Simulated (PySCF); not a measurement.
Static response to an electric field

Compound: C6H9ClSi.
Structure used (GFN2-xTB), in Å, numbered top down from 1:
```xyz
17
C6H9ClSi angstrom
C     -2.6869   -0.9599    1.0154
C     -1.9890   -0.3777    0.0410
C     -0.5797   -0.4925   -0.0464
C      0.6224   -0.5673   -0.1534
Si     2.4631   -0.6738   -0.3043
C      3.2066    0.9768    0.2642
C     -2.6338    0.4646   -1.0170
Cl    -2.3133    2.2007   -0.6751
H     -2.2043   -1.5502    1.7745
H     -3.7573   -0.8614    1.0755
H      2.9280   -1.7774    0.5458
H      2.7820   -0.9310   -1.7149
H      2.9189    1.2078    1.2863
H      2.8720    1.7977   -0.3643
H      4.2924    0.9513    0.2242
H     -2.2124    0.2649   -2.0021
H     -3.7158    0.3394   -1.0265
```

Level: CAM-B3LYP/def2-SVPD (PySCF), static field, nuclei fixed, core orbitals frozen in the response. The polarisability tensor in these axes (au):

```
x   150.78   2.75  -9.18
y     2.75 105.48  -7.86
z    -9.18  -7.86  93.50
```

Question: Give the principal values, the mean and the anisotropy Δα = √{½[(α1 − α2)² + (α2 − α3)² + (α1 − α3)²]}.

Answer: Principal values 88.80, 108.42 and 152.55 au; mean 116.59 au = 17.28 Å³ = 19.22 × 10⁻⁴⁰ C²·m²/J; Δα = 56.56 au (49 % of the mean).

Question: What is the dipole moment, and where does it point?

Answer: (-0.36, -1.33, 0.10) D, 1.38 D in size, pointing from the negative to the positive side. Measured along this direction, the outermost atoms are H14 at the negative end and H9 at the positive end.

Question: Directions of the eigenvectors, and the extent of the frame along each?

Answer: Largest value along (0.98, 0.08, -0.16), where the nuclei span 8.20 Å; middle along (-0.14, 0.91, -0.39), 4.85 Å; least along (0.12, 0.41, 0.91), 3.96 Å. The response follows the extents in order.

Question: Form Σ f/ω² (atomic units) for the 8 lowest TDDFT singlets, given as eV and f, and set it beside the mean polarisability, which is this sum over all singlets: 5.19, 0.0001; 5.33, 0.3021; 5.88, 0.0004; 6.49, 0.0257; 6.57, 0.0135; 6.82, 0.0350; 6.94, 0.0864; 7.33, 0.3175.

Answer: They add up to 14.82 au, 12.7 % of the 116.59 au; the largest single term is 7.86 au, from the state at 5.33 eV. Terms in order: 0.00, 7.86, 0.01, 0.45, 0.23, 0.56, 1.33, 4.37 au. Higher excitations give the rest. The strengths listed sum to 0.781.

Question: Find the Langevin capture rate constant for H3O+ (19.018 u) meeting this molecule (144.016 u), k = 2.342 × 10⁻⁹ cm³/s × √(α in Å³ / reduced mass in u).

Answer: The reduced mass is 16.80 u, so k = 2.38 × 10⁻⁹ cm³/s. The formula leaves out the permanent dipole, which adds to the capture rate.

Question: In a dilute gas of rigid molecules at 273 K, how does the orientational term μ²/3kT compare with the electronic polarisability?

Answer: In Gaussian units μ²/3kT = 16.84 Å³ against 17.28 Å³, a ratio of 0.97; the Debye molar polarisation (4π/3)N_A(α + μ²/3kT) is 86.1 cm³/mol, leaving out the vibrational part.

Question: Refractivity n − 1 of an ideal gas of it at 500 K and 1 atm, from the electronic α?

Answer: N = p/kT = 1.4678 × 10¹⁹ cm⁻³, so n − 1 = 2π × N × 17.28 × 10⁻²⁴ cm³ = 1593 × 10⁻⁶ at long wavelengths.

Geometry: GFN2-xTB, one conformer, isolated molecule.
